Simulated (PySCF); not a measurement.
## How methods differ on the excitation energy of Ti⁺

Ti⁺ [Ar] 3d2 4s1 (4F) → Ti⁺ [Ar] 3d1 4s1 4p1 (high-spin determinant), as a difference of total energies. Calculation: PySCF 2.14, in ANO-RCC-VTZP (6s5p3d2f1g, 59 functions); scalar relativity by spin-free X2C-1e. Correlated levels: valence and next inner shell: [Ne] frozen. The calculations carry no spin-orbit coupling.

```csv
method,excitation energy (eV)
UHF,5.958
MP2 (valence and next inner shell),6.282
SCS-MP2 (valence and next inner shell),6.236
CCSD (valence and next inner shell),6.109
CCSD(T) (valence and next inner shell),5.624
```

How much does correlation contribute at CCSD(T) (valence and next inner shell)?

5.624 − (5.958) = -0.334 eV, measured against UHF.

A first-order spin-orbit estimate (lowest level to lowest level, LS coupling) adds -0.011 eV.

The basis was made for the ground configuration and has no added diffuse functions, so the excitation energy can come out too high.

The coupled-cluster amplitudes are large for the upper state (T1 above 0.03 or a double amplitude above 0.15), so a single reference is strained.

The determinant of the upper state mixes LS terms, which raises its energy above the lowest term, most at the Hartree-Fock and MP2 levels.
